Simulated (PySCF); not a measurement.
Computed IR spectrum (relative IR intensity) of a molecule C₃H₅BFNO. Coordinates come from a B3LYP-D3(BJ)/def2-SVP optimisation. One conformer was computed; it need not be the lowest. Level of theory: B3LYP-D3(BJ)/def2-SVP run with PySCF. Frequencies are harmonic and unscaled.

```tsv
ν (cm⁻¹)	relative intensity
277	2.4
522	7.3
552	14
599	3.6
660	22
704	8.6
797	6.9
860	15
916	11
1069	37
1184	4.5
1278	21
1317	40
1440	4.8
1487	3.1
1555	100
1701	24
2946	24
3053	10
3096	6.4
3178	2.2
3830	21
```

Task: Which structure fits?
(A) FB1C=NCOC1
(B) N#CCB(F)CO
(C) NB1CC(F)=CO1
(D) CN1C=C(F)B1O

Result: D, CN1C=C(F)B1O
